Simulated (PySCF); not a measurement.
How methods differ on the excitation energy of Br(2+)

Br(2+) [Ar] 3d10 4s2 4p3 (4S) → Br(2+) [Ar] 3d10 4s1 4p3 4d1 (6D), as a difference of total energies. All numbers are calculated (PySCF 2.14, scalar relativity through the core potential, in aug-cc-pwCVTZ-PP with ECP10MDF (8s7p6d4f1g, 96 functions)). Correlated levels: valence: 3s2 3p6 3d10 frozen; valence and next inner shell: nothing frozen outside the core potential. The calculations carry no spin-orbit coupling.

```
                                method  excitation energy (cm⁻¹)
                                   UHF                    198220
                                   LDA                    223090
                                   PBE                    218770
                                  PBE0                    216110
                                r2SCAN                    215260
                                  MN15                    211670
                                  PW91                    219050
                                 TPSSh                    216060
                               LC-wPBE                    217380
                         MP2 (valence)                    210430
                     SCS-MP2 (valence)                    213980
    MP2 (valence and next inner shell)                    217060
SCS-MP2 (valence and next inner shell)                    219080
```

The promoted electron is Rydberg-like, and one or two diffuse shells describe it only roughly, which tends to raise the upper state.
